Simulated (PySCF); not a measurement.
Computed Raman spectrum (relative Raman activity) of a molecule C3H7BFN. Geometry optimised at ωB97X-D3(BJ)/def2-SVP. One conformer was computed; it need not be the lowest. All values below come from ωB97X-D3(BJ)/def2-SVP run with PySCF. Harmonic, unscaled wavenumbers; measured fundamentals usually lie a few per cent lower.

ν (cm⁻¹): 288 (w), 650 (vw), 787 (vw), 806 (vw), 1046 (vw), 1264 (w), 1328 (w), 1393 (w), 1423 (vw), 1450 (w), 1471 (w), 1613 (vw), 1749 (m), 3052 (vs), 3135 (s), 3152 (s), 3191 (m), 3220 (vs), 3641 (s), 3750 (m) (against the strongest line: vs over 80 %, s over 45 %, m over 15 %, w over 4 %, vw less)

Pick the molecule that these values belong to.
A) CB(N)/C=C\F
B) C=CCB(N)F
C) FB1CCCN1
D) NB1CC[C@@H]1F

A, CB(N)/C=C\F
